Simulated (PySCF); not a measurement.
**Computed properties of Si(H)(Me)2(SH) (C2H8SSi), SMILES C[SiH](C)S**

C₂H₈SSi, SMILES C[SiH](C)S. The structure is a stationary point at B3LYP-D3(BJ)/def2-SVP. One conformer was computed; it need not be the lowest. All values are computed for the isolated molecule unless a solvent is named; none is compared with measurement here.

**Structure.** The optimised structure has Cs symmetry. All 30 harmonic modes at B3LYP-D3(BJ)/def2-SVP (PySCF) are real, so it is a minimum. With heavy atoms numbered as in [SiH:1]([CH3:2])([CH3:3])[SH:4], the shortest bond between them is Si1–C2 at 1.882 Å and the longest Si1–S4 at 2.172 Å.

**Vibrations.** The strongest infrared lines (harmonic, unscaled, degenerate partners summed) lie at 898 cm⁻¹ (192 km/mol, H 78 %, Si 11 %, C 11 %), 2222 cm⁻¹ (123 km/mol, H 97 %), 902 cm⁻¹ (108 km/mol, H 81 %, C 11 %, Si 9 %). The softest mode is at 147 cm⁻¹ and the zero-point energy is 57.4 kcal/mol.

**Electronic structure.** ωB97X/def2-TZVP (PySCF) places the frontier levels at -9.54 and 2.58 eV, a gap of 12.12 eV, and gives a dipole moment of 2.07 D and a mean polarisability of 69.2 bohr³. PBE/def2-TZVP (PySCF) at the same geometry gives -5.93 and -0.33 eV, so its gap is 6.52 eV narrower. An orbital gap is neither the optical nor the fundamental gap.

**Excitations.** TDDFT-ωB97X/def2-SVPD (PySCF) has S1 at 6.20 eV (200 nm, f = 0.007, weak); the most intense of the 10 singlets computed lies at 8.90 eV (f = 0.16). T1 (TDA) is at 5.82 eV. TDDFT-PBE/def2-SVPD (PySCF) puts S1 at 5.57 eV. No vertical singlet excitation falls in the visible range (under 3.1 eV).

**NMR.** GIAO shifts at KT2/pcSseg-1 (PySCF) (non-relativistic, atoms alike by connectivity averaged): ¹³C at 6.3 ppm against TMS; ¹H from 0.2 to 5.1 ppm against TMS; ²⁹Si at 3.5 ppm against TMS.

**Solvation.** SMD-B3LYP/6-31G* (PySCF) gives 0.0 kcal/mol in water, -4.2 kcal/mol in acetone, -3.1 kcal/mol in toluene (1 M in both phases, gas-phase geometry); of these solvents acetone holds the molecule best.
